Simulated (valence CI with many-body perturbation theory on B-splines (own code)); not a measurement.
# E1 line list for Rb VII

Calculated by relativistic CI+MBPT: three valence electrons over a frozen Dirac-Fock core [Ar] 3d10, a basis of 11 s, 11 p, 10 d, 8 f, 5 g, 2 h functions for each j, with the one-electron correlation potential Σ1, the two-electron term Σ2, the three-electron term Σ3, Breit, model QED; selected CI, second order for the rest, scaled by the run's own slope (own B-spline code, finite nucleus).

Set against measurement, 19 paired levels are off by 135 cm⁻¹ on average, the worst by 327. These come from a selection out of Sansonetti, J. Phys. Chem. Ref. Data 35, 301 (2006). Levels without a partner in it may be off by more.

Lines 201 to 250 of 544 in falling wavelength, among levels below 81.754 eV, chosen from the strongest by gf and those to the six lowest levels. Wavelengths and rates use the calculated energies, so an error of 100 cm⁻¹ moves a line at 55.73 nm by 0.056 % and its rate by three times that or more. Electric multipoles are in the length gauge, E1 and E2 with the static RPA response of the core. Weak lines are less certain than strong ones. Lines between different terms over intervals too small for the method are left out, as are lines whose strength nearly cancels. Where a level lies close to another of its J and parity, the split of strength between their lines is uncertain. The highest levels of a list are the least certain.

Names give the largest LS component (configuration and term), which can be under half, so a name can repeat, a term be missing and a line seem to break the LS rules; names also repeat where a configuration has a term twice. Letters in brackets count levels of one name in rising energy.

| λ vac (nm) | λ from measured levels | Upper | Lower | A (s⁻¹) | log gf | Branch % |
| --- | --- | --- | --- | --- | --- | --- |
| 59.33 |  | 4p2.4d 4F_7/2 | 4s.4p.4d 4F°_7/2 | 1.69e+09 | -0.15 | 53.1 |
| 59.27 |  | 4p2.4d 4F_3/2 | 4s.4p.4d 4F°_3/2 | 2.41e+09 | -0.29 | 63.7 |
| 59.24 |  | 4p2.4d 4F_5/2 | 4s.4p.4d 4F°_5/2 | 1.82e+09 | -0.24 | 51.0 |
| 59.21 |  | 4s.4p.5p 2D_3/2 [b] | 4s.4p.4d 2F°_5/2 [b] | 1.86e+09 | -0.41 | 10.3 |
| 59.12 |  | 4s.4p.4f 2F_7/2 [a] | 4s.4p.4d 2D°_5/2 [a] | 1.03e+09 | -0.36 | 3.3 |
| 58.87 |  | 4s.4p.5p 4D_3/2 | 4s.4p.4d 4F°_5/2 | 2.66e+09 | -0.26 | 49.5 |
| 58.39 |  | 4s.4p.5p 4D_5/2 | 4s.4p.4d 4F°_7/2 | 2.49e+09 | -0.12 | 62.6 |
| 58.27 |  | 4s.4p.5p 2D_5/2 [b] | 4s.4p.4d 2F°_7/2 [b] | 1.34e+09 | -0.39 | 7.3 |
| 57.96 |  | 4s.4p.5p 4D_7/2 | 4s.4p.4d 4F°_9/2 | 1.24e+09 | -0.30 | 51.2 |
| 57.94 |  | 4p2.5s 4P_3/2 | 4s.4p.5s 4P°_5/2 | 4.66e+09 | -0.03 | 21.4 |
| 57.39 |  | 4p2.4d 2D_5/2 [a] | 4s.4p.4d 4D°_7/2 | 1.29e+09 | -0.42 | 3.7 |
| 57.38 |  | 4p2.5s 2D_5/2 | 4s.4p.5s 4P°_5/2 | 3.60e+09 | 0.03 | 16.8 |
| 57.36 |  | 4p2.4d 2D_5/2 [c] | 4s.4p.4d 2F°_7/2 [b] | 1.25e+09 | -0.43 | 9.6 |
| 57.18 |  | 4p2.5s 4P_1/2 | 4s.4p.5s 4P°_3/2 | 9.14e+09 | -0.05 | 39.5 |
| 56.95 |  | 4p2.4d 2D_3/2 [b] | 4s.4p.4d 2F°_5/2 [a] | 2.85e+09 | -0.26 | 16.3 |
| 56.54 |  | 4s.4p.4f 2F_7/2 [c] | 4s.4p.4d 2D°_5/2 [b] | 4.66e+09 | 0.25 | 16.0 |
| 56.42 |  | 4s.4p.4f 2F_5/2 [b] | 4s.4p.4d 2D°_3/2 [b] | 3.98e+09 | 0.06 | 14.2 |
| 56.34 |  | 4s.4p.5p 2D_5/2 [b] | 4s.4p.4d 2F°_7/2 [a] | 2.50e+09 | -0.15 | 13.5 |
| 56.03 |  | 4p2.4d 4P_5/2 | 4s.4p.4d 4D°_7/2 | 5.60e+09 | 0.20 | 12.3 |
| 55.93 |  | 4s.4p.5p 4P_3/2 [a] | 4s.4p.4d 4F°_5/2 | 1.77e+09 | -0.48 | 16.4 |
| 55.86 |  | 4s.4p.5p 4P_5/2 [a] | 4s.4p.4d 4F°_7/2 | 2.49e+09 | -0.15 | 34.4 |
| 55.79 |  | 4s.4p.4f 2D_5/2 [b] | 4s2.4f 2F°_7/2 | 4.76e+09 | 0.12 | 9.5 |
| 55.79 |  | 4p2.4d 4D_7/2 | 4s.4p.4d 4F°_9/2 | 8.14e+09 | 0.48 | 71.2 |
| 55.73 | 55.74 | 4p3 2D°_3/2 | 4s.4p2 4P_5/2 | 3.10e+09 | -0.24 | 39.7 |
| 55.63 |  | 4s.4p.5p 4P_3/2 [b] | 4s.4p.4d 4F°_5/2 | 1.99e+09 | -0.43 | 22.3 |
| 55.61 |  | 4p2.5s 4P_3/2 | 4s.4p.5s 4P°_3/2 | 1.68e+09 | -0.51 | 7.7 |
| 55.54 |  | 4p2.4d 4P_3/2 | 4s.4p.4d 4D°_5/2 | 5.84e+09 | 0.03 | 11.8 |
| 55.49 |  | 4p2.4d 2D_5/2 [c] | 4s.4p.4d 2F°_7/2 [a] | 2.21e+09 | -0.21 | 16.9 |
| 55.47 | 55.48 | 4s.4p2 2S_1/2 | 4s2.4p 2P°_3/2 | 2.87e+08 | -1.58 | 2.8 |
| 55.44 |  | 4s.4p.5p 4P_5/2 [b] | 4s.4p.4d 4F°_7/2 | 4.43e+09 | 0.09 | 43.0 |
| 55.39 |  | 4s.4p.4f 2G_9/2 [a] | 4s.4p.4d 2F°_7/2 [a] | 6.51e+09 | 0.48 | 76.0 |
| 55.33 |  | 4p2.4d 4P_1/2 | 4s.4p.4d 4P°_3/2 | 5.96e+09 | -0.26 | 11.4 |
| 55.27 |  | 4s.4p.4f 2D_3/2 [b] | 4s2.4f 2F°_5/2 | 4.46e+09 | -0.09 | 8.7 |
| 55.09 |  | 4p2.5s 2D_5/2 | 4s.4p.5s 4P°_3/2 | 2.05e+09 | -0.25 | 9.6 |
| 55.01 | 55.01 | 4p3 2P°_1/2 | 4s.4p2 2D_3/2 | 6.02e+09 | -0.26 | 72.0 |
| 54.96 |  | 4p2.4d 4D_1/2 | 4s.4p.4d 4F°_3/2 | 8.65e+09 | -0.11 | 76.2 |
| 54.72 | 54.74 | 4p3 4S°_3/2 | 4s.4p2 4P_5/2 | 5.25e+09 | -0.03 | 40.9 |
| 54.70 | 54.66 | 4p3 2D°_5/2 | 4s.4p2 4P_5/2 | 8.85e+07 | -1.62 | 3.2 |
| 54.65 |  | 4p2.5s 4P_3/2 | 4s.4p.5s 4P°_1/2 | 5.26e+09 | -0.03 | 24.1 |
| 54.65 | 54.64 | 4p3 2P°_3/2 | 4s.4p2 2D_5/2 | 4.42e+09 | -0.10 | 53.9 |
| 54.43 |  | 4s.4p.5p 4P_5/2 [b] | 4s.4p.4d 4F°_5/2 | 1.38e+09 | -0.44 | 13.4 |
| 54.41 |  | 4p2.4d 2P_3/2 [a] | 4s.4p.4d 4F°_5/2 | 2.40e+09 | -0.37 | 19.2 |
| 54.34 |  | 4p2.4d 4D_7/2 | 4s.4p.4d 4F°_7/2 | 1.31e+09 | -0.33 | 11.4 |
| 54.21 |  | 4s.4p.4f 4G_9/2 | 4s.4p.4d 4D°_7/2 | 2.03e+09 | -0.05 | 9.3 |
| 54.20 | 54.19 | 4p3 2P°_3/2 | 4s.4p2 2D_3/2 | 7.53e+08 | -0.88 | 9.2 |
| 54.10 | 54.11 | 4p3 2D°_3/2 | 4s.4p2 4P_3/2 | 1.70e+09 | -0.52 | 21.8 |
| 54.05 |  | 4s.4p.4f 4D_5/2 | 4s2.5p 2P°_3/2 | 2.03e+09 | -0.27 | 8.5 |
| 53.98 |  | 4s.4p.5p 2D_5/2 [b] | 4s2.5p 2P°_3/2 | 6.18e+09 | 0.21 | 33.4 |
| 53.96 |  | 4s.4p.4f 2D_3/2 [a] | 4s.4p.4d 2P°_1/2 [a] | 7.54e+09 | 0.12 | 18.8 |
| 53.91 |  | 4s.4p.4f 2G_7/2 [a] | 4s.4p.4d 2F°_5/2 [a] | 8.29e+09 | 0.46 | 71.8 |

(1) How does gf follow from A for the line at 57.18 nm?

Answers

(1) gf = 1.4992 × (2J+1)_upper × A / σ², with σ = 174884 cm⁻¹ and 2J+1 = 2: gf = 0.896.
